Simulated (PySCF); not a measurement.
An element was calculated at PBE (PySCF 2.14, ECP, a double-zeta basis, no spin-orbit coupling), in the ground configurations that NIST lists.

| Quantity | Value |
| --- | --- |
| electron affinity | 1.415 eV |
| first ionisation energy | 7.265 eV |
| second ionisation energy | 14.212 eV |
| third ionisation energy | 30.800 eV |
| polarisability of the atom | 59.3 bohr³ |

Q: Which element is it?

A: Tin (Sn, Z = 50), in aug-cc-pVDZ-PP with ECP28MDF. NIST lists 7.344, 14.633, 30.506 eV for these ionisation energies.
